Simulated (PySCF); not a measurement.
Compound: C6H10FNO.
SMILES with atom numbers: `[CH2:1]=[CH:2][CH2:3][C@@H:4]([F:5])[C:6](=[O:7])[NH:8][CH3:9]` (hydrogens: H10, H11 on C1; H12 on C2; H13, H14 on C3; H15 on C4; H16 on N8; H17, H18, H19 on C9)

The same species was optimised twice, with GFN2-xTB and with PBE0-D3(BJ)/def2-SVP (PySCF), and the same property calculations (PySCF, gas phase) were run on both structures.

```
     coordinate  GFN2-xTB  PBE0-D3(BJ)/def2-SVP  change
      C3–C4 (Å)     1.532                 1.517  -0.015
      C1=C2 (Å)     1.319                 1.333  +0.014
      C4–C6 (Å)     1.533                 1.525  -0.008
      C6–N8 (Å)     1.342                 1.349  +0.007
      N8–C9 (Å)     1.442                 1.437  -0.005
      C4–F5 (Å)     1.385                 1.388  +0.003
      C6=O7 (Å)     1.213                 1.216  +0.003
      C2–C3 (Å)     1.497                 1.495  -0.002
   C2–C3–C4 (°)     111.6                 113.1    +1.5
   C3–C4–C6 (°)     110.0                 111.2    +1.2
   O7–C6–N8 (°)     124.4                 125.3    +0.9
   C1–C2–C3 (°)     124.0                 124.5    +0.5
   C4–C6–O7 (°)     120.6                 120.1    -0.5
   C4–C6–N8 (°)     115.0                 114.7    -0.3
   C3–C4–F5 (°)     110.1                 110.0    -0.1
   C6–N8–C9 (°)     122.4                 122.5    +0.1
C1–C2–C3–C4 (°)       115                   122      +7
C2–C3–C4–F5 (°)        68                    63      -5
C3–C4–C6–O7 (°)        62                    55      -7
C4–C6–N8–C9 (°)       180                   180       0
```

Rotational constants: A = 3741, B = 816.0, C = 709.8 MHz (GFN2-xTB) against A = 3883, B = 803.3, C = 696.0 MHz (PBE0-D3(BJ)/def2-SVP). Point groups within 0.08 Å: C1 and C1.

On the GFN2-xTB structure: HOMO (eV) -7.43 [PBE0/pcSseg-1]; LUMO (eV) 0.20 [PBE0/pcSseg-1]; dipole (D) 2.30 [PBE0/pcSseg-1]; GIAO shielding of C1 (ppm) 62.5 [PBE0/pcSseg-1]; GIAO shielding of C2 (ppm) 42.7 [PBE0/pcSseg-1]; GIAO shielding of C3 (ppm) 142.5 [PBE0/pcSseg-1]; GIAO shielding of C4 (ppm) 87.7 [PBE0/pcSseg-1]; GIAO shielding of F5 (ppm) 398.8 [PBE0/pcSseg-1]; GIAO shielding of C6 (ppm) 15.7 [PBE0/pcSseg-1]; GIAO shielding of O7 (ppm) -36.1 [PBE0/pcSseg-1]; GIAO shielding of N8 (ppm) 152.1 [PBE0/pcSseg-1].

What do these properties become on the PBE0-D3(BJ)/def2-SVP structure?

```json
{"property": "HOMO (eV)", "level": "PBE0/pcSseg-1", "on GFN2-xTB": "-7.43", "on PBE0-D3(BJ)/def2-SVP": "-7.48", "change": "-0.05"}
{"property": "LUMO (eV)", "level": "PBE0/pcSseg-1", "on GFN2-xTB": "0.20", "on PBE0-D3(BJ)/def2-SVP": "0.15", "change": "-0.05"}
{"property": "dipole (D)", "level": "PBE0/pcSseg-1", "on GFN2-xTB": "2.30", "on PBE0-D3(BJ)/def2-SVP": "2.22", "change": "-0.08"}
{"property": "energy, GFN2-xTB geometry as zero (kcal/mol)", "level": "PBE0/pcSseg-1", "on GFN2-xTB": "0.0", "on PBE0-D3(BJ)/def2-SVP": "-0.7", "change": "-0.7"}
{"property": "GIAO shielding of C1 (ppm)", "level": "PBE0/pcSseg-1", "on GFN2-xTB": "62.5", "on PBE0-D3(BJ)/def2-SVP": "58.5", "change": "-4.0"}
{"property": "GIAO shielding of C2 (ppm)", "level": "PBE0/pcSseg-1", "on GFN2-xTB": "42.7", "on PBE0-D3(BJ)/def2-SVP": "40.8", "change": "-1.9"}
{"property": "GIAO shielding of C3 (ppm)", "level": "PBE0/pcSseg-1", "on GFN2-xTB": "142.5", "on PBE0-D3(BJ)/def2-SVP": "143.5", "change": "+1.0"}
{"property": "GIAO shielding of C4 (ppm)", "level": "PBE0/pcSseg-1", "on GFN2-xTB": "87.7", "on PBE0-D3(BJ)/def2-SVP": "89.2", "change": "+1.5"}
{"property": "GIAO shielding of F5 (ppm)", "level": "PBE0/pcSseg-1", "on GFN2-xTB": "398.8", "on PBE0-D3(BJ)/def2-SVP": "399.0", "change": "+0.2"}
{"property": "GIAO shielding of C6 (ppm)", "level": "PBE0/pcSseg-1", "on GFN2-xTB": "15.7", "on PBE0-D3(BJ)/def2-SVP": "14.4", "change": "-1.3"}
{"property": "GIAO shielding of O7 (ppm)", "level": "PBE0/pcSseg-1", "on GFN2-xTB": "-36.1", "on PBE0-D3(BJ)/def2-SVP": "-39.5", "change": "-3.4"}
{"property": "GIAO shielding of N8 (ppm)", "level": "PBE0/pcSseg-1", "on GFN2-xTB": "152.1", "on PBE0-D3(BJ)/def2-SVP": "150.4", "change": "-1.7"}
```

The heavy atoms differ by 0.076 Å rms after alignment. Among bonds between heavy atoms C1=C2 and C3–C4 change most and about equally (-0.015 to +0.014 Å). Changes are differences of the printed values. Neither structure is proved a minimum here.

Conformer computed: `[CH2:1]=[CH:2][CH2:3][C@@H:4]([F:5])[C:6](=[O:7])[NH:8][CH3:9]`: C1–C2–C3–C4 122°, C2–C3–C4–F5 63°, C3–C4–C6–O7 55°, C4–C6–N8–C9 180°.
